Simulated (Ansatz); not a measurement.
```xyz
8

B     0.0000    0.0000    0.8104
B     0.0000    0.0000   -0.8104
H     0.9139    0.0000    0.0000
H    -0.9139    0.0000    0.0000
H     0.0000    0.9674    1.3494
H     0.0000   -0.9674    1.3494
H     0.0000    0.9674   -1.3494
H     0.0000   -0.9674   -1.3494
```

Basis set: def2-TZVP (spherical functions). Left uncorrelated: 2 orbitals. Charge 0, multiplicity 1.

Computed with Ansatz (development build ahead of 0.2.0); each method stands on the lowest determinant of its kind that the runs found. Restricted open shells among the atoms or ions are ROHF, correlated in semicanonical orbitals with singles.

(1) Give the atomization energy at this shape (free ground-state atoms in the same class of orbitals less the molecule, no zero-point energy) of singlet B2H6 by RHF-MP2, RHF.

## Answers

(1)

```
 method  atomization energy
RHF-MP2            24.68 eV
    RHF            20.48 eV
```

Caution: the shape is not the minimum.
